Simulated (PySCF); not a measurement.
OZn, SMILES [Zn]=[O]. Geometry optimised at PBE-D3(BJ)/def2-TZVPD.

Level of theory: PBE-D3(BJ)/def2-TZVPD in PySCF.

Harmonic wavenumbers (cm⁻¹): 739. Rotational constants (GHz): 13.49 (linear); symmetry number 1.

Task: Work out the zero-point energy and the ideal-gas rigid-rotor harmonic-oscillator thermochemistry at 298.15 K and 1 atm.

Result: ZPE = ½ Σ hcν = ½ × 739 cm⁻¹ = 4.42 kJ/mol. H − E(el) = 13.35 kJ/mol. Entropy in J/(mol K): translation 163.61, rotation 59.30, vibration 1.10, total 224.01. G − E(el) = -53.44 kJ/mol. Cp = 32.27 J/(mol K).
